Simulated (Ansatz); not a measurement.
Total energies of H7N3Sn, SMILES `[NH2][SnH]([NH2])[NH2]`.

Cartesian coordinates in Å:
```
N -1.0207 -1.5915 -0.2778
Sn -0.2971 0.1852 0.3658
N 1.5095 0.0672 1.2573
N 0.1807 1.2489 -1.2861
H -0.7541 -1.8259 -1.2250
H -2.0222 -1.6983 -0.1917
H -1.4139 0.8187 1.4986
H 1.4990 -0.4263 2.1405
H 2.2068 -0.3730 0.6701
H -0.6043 1.5114 -1.8671
H 0.7164 2.0835 -1.0846
```

Total charge 0; spin multiplicity 1. Correlated methods include outer-core shells of Sn, which these sets cover unevenly. Sn: def2 effective core potential. The structure was optimised at the PBE0-D4/def2-TZVP level. It is one conformer, not always the lowest. Basis def2-TZVPP, Ansatz.

RPA on PBE orbitals: Hartree–Fock energy of these orbitals -380.80864 Eh, correlation -1.51698 Eh (frozen core).

```csv
functional,energy without D4 (Eh),D4 term (kJ/mol)
LDA (SPW92),-381.13619,–
PBE,-382.65090,-20.3
revPBE,-382.85214,-55.8
BLYP,-382.74409,-43.4
r2SCAN,-382.84793,-5.0
B97M-V,-382.83412,–
PBE0,-382.67106,-17.2
B3LYP,-382.93938,-32.6
r2SCANh,-382.82656,-5.4
r2SCAN0,-382.79577,-5.9
HSE06 (plane-wave form),-382.66051,-16.2
BHLYP,-382.68655,-26.3
CAM-B3LYP,-382.77185,-17.6
LC-ωPBE,-382.80327,–
ωB97X-V,-382.79058,–
ωB97M-V,-382.74040,–
B2PLYP,-382.52037,–
PBE-QIDH,-382.45758,–
```

B3LYP takes the VWN-RPA correlation (the form of Gaussian; ORCA's B3LYP/G). HSE06 is the plane-wave form, built on full-range PBE exchange. The double hybrids freeze the cores in their second-order part.

LC-ωPBE has ω = 0.4 bohr⁻¹.
